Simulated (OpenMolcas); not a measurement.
**V2+, Nb2+, Ta2+: d³ down the group**

| Quantity | Value |
| --- | --- |
| Program | OpenMolcas 26.06 |
| Method | CASSCF |
| Basis | ANO-RCC-VQZP |
| Scalar Hamiltonian | DKH2, point nucleus |
| Spin-orbit coupling | state interaction with AMFI integrals over the reference wave functions, term energies averaged over their components |

Active space for each ion: 3 electrons in 6 orbitals (d s).

Computed levels in cm-1 above ⁴F_3/2:

```
                               Level    V2+   Nb2+   Ta2+
                              ⁴F_5/2    160    516   2670
                              ⁴F_7/2    381   1190   5292
                              ⁴F_9/2    659   1986   7573
                              ⁴P_1/2  15300  11400  15456
                              ²G_7/2  15464  11946  13743
                              ⁴P_5/2  15557  12318  17195
                              ²P_1/2  20435  13732   9889
                              ²H_9/2  20553  16305  21345
                             ²H_11/2  20741  16692  21331
weight of ⁴F in the lowest level (%)    100     99     88
```

Mixed levels, with the weight of the term that names them: Ta2+ ²H_9/2 (61 %).

Measured, with the error of the calculation in %. Measured levels: V2+ from Sugar and Corliss, J. Phys. Chem. Ref. Data 7, 1191 (1978); Nb2+ from the list in Shadmi, J. Res. Natl. Bur. Stand. 70A, 435 (1966).

| Level | V2+ | Nb2+ |
| --- | --- | --- |
| ⁴F_5/2 | 146 (+10.2) | 516 (+0.1) |
| ⁴F_7/2 | 342 (+11.6) | 1177 (+1.2) |
| ⁴F_9/2 | 584 (+12.9) | 1939 (+2.4) |
| ⁴P_1/2 | 11514 (+32.9) | 8664 (+31.6) |
| ²G_7/2 | 11966 (+29.2) | 9236 (+29.3) |
| ⁴P_5/2 | 11770 (+32.2) | 9594 (+28.4) |
| ²P_1/2 | 15580 (+31.2) |  |
| ²H_9/2 | 16811 (+22.3) | 12916 (+26.2) |
| ²H_11/2 | 16978 (+22.2) | 13264 (+25.8) |

The fine-structure level ⁴F_9/2 changes by a factor of 11.5 from V2+ to Ta2+.

Without spin-orbit coupling ⁴P lies 15085, 10875, 10320 cm-1 above ⁴F in that order; the difference to the level ⁴P_1/2, of either sign, comes from spin-orbit coupling, which also lowers the zero.

Without dynamic correlation excited terms often stand tens of per cent too high (terms of higher spin than the ground term too low), and those without a measured partner can miss by more than the paired ones. Terms from blocks run as CI alone lack orbitals of their own. Configurations are named by rounded mean occupations; where the s occupation lies near a half they are strongly mixed, a name can repeat and a true partner stay unpaired (holds for Ta2+). Computed and measured levels are paired by configuration, term and J; levels that our copy of the source lacks, or whose pairing is in doubt (as where it misses far off the trend of its configuration), stay unpaired and out of the deviations. Only configurations of the active space appear.
